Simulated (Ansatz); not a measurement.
Input for Ansatz (a program for electronic structure): R-PBE0/def2-TZVPP on CH4STe (SMILES CS[TeH]), a point of a torsion scan. Elements past Kr take the def2 small-core potentials; no spin–orbit coupling.

Ansatz 0.2 input:
```yaml
crystal:
  periodic: [false, false, false]
  atoms:
    - {symbol: C, position_ang: [-1.10013546, -0.11079908, 0.02018238]}
    - {symbol: S, position_ang: [0.65401645, 0.37083170, -0.15399938]}
    - {symbol: Te, position_ang: [0.80617852, 1.29400079, -2.34589373]}
    - {symbol: H, position_ang: [-1.56014940, -0.20918624, -0.95585845]}
    - {symbol: H, position_ang: [-1.61691563, 0.64370653, 0.60550186]}
    - {symbol: H, position_ang: [-1.11743447, -1.06158596, 0.54197182]}
    - {symbol: H, position_ang: [1.13348308, -0.16320985, -3.05288773]}
basis:
  gaussian:
    orbitals: def2-TZVPP
hamiltonian:
  xc: {name: PBE0}
scf: {lower_state_search: off}
```

It printed:

```
WARN ansatz: RAYON_NUM_THREADS=1 ignored (pool sized by the plan → 1); use --threads N
Functional definition: PBE0
these checks for a lower state are left out or cut short: stability, starts, cluster_reference, orbital_swaps, neighbouring_geometries, increment
integrals: 0.09 GiB planned
1169 factors; their error is unknown
mean field: 0.82 GiB planned
mean field evaluation 1: about -19222.5758 eV, gradient 4.3e1 eV
mean field evaluation 2: about -19219.2852 eV, gradient 5.3e1 eV
mean field evaluation 4: about -19226.9654 eV, gradient 2.7e0 eV
mean field evaluation 8: about -19226.9814 eV, gradient 4.4e-2 eV
mean field evaluation 16: about -19227.1349 eV, gradient 1.8e-4 eV
mean field -19227.13488660 eV, -706.5841744625 hartree, gradient 1.6e-6 eV, S^2 0.000000; 0 other end points of the search recorded, 0 dependent functions left out
reference -19227.13491460 eV, -706.5841754916 hartree; 25, 25 occupied and 154, 154 virtual orbitals, 1169 factors
Total energy: -19227.13491460 eV, -706.5841754916 hartree
Checks for a lower state left out: stability, starts, cluster_reference, orbital_swaps, neighbouring_geometries, increment
```

The calculation finished and met its thresholds.

Cost: very roughly 4 core-seconds.
